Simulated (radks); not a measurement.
Results of a calculation; reference values are marked as such.
Q: Numerical settings for the iodine ion I3+, [Kr] 4d10 5s2 5p2. Code: a radial shooting solver on a logarithmic mesh with Libxc functionals. Model: scalar-relativistic Kohn-Sham, PBE, spin-polarised, spherical densities, finite nucleus; open shells are filled with parallel spins first (spin-orbit coupling, left out, can overturn this in heavy ions); Fermi nuclear charge, rms radius 4.75 fm. The defaults (mesh step 0.008 in ln r, mesh end at 40 bohr or more with all orbitals vanishing there, Anderson mixing 0.5 over 9 steps, residual threshold near 1e-9 with the energy settled to 1e-9 hartree or 1e-11 of itself, here a cap of 99 iterations) give E = -7113.9840 hartree and 5p at -35.149 eV in 15 iterations. Run on one thread of a shared host, so times are rough (Arm Neoverse V2): 0.2 s of CPU time, 0.2 s wall, 15 iterations on 2213 mesh points. One setting is changed at a time: mesh step in ln r 0.02; mesh step in ln r 0.05; mesh step in ln r 0.003; mesh end (bohr) 20; mesh end (bohr) 5; residual threshold 1e-05; residual threshold 0.01; mixing 1; linear mixing, mixing 0.05; linear mixing, mixing 0.2; mixing history 2; iteration cap 8. Which runs fail to converge, and which converge to a wrong energy?

A: Not converged within the cap: linear mixing, mixing 0.05; iteration cap 8. Settings that end as converged yet miss the energy by more than 1 mhartree: mesh end (bohr) 5 (+0.0084 hartree).
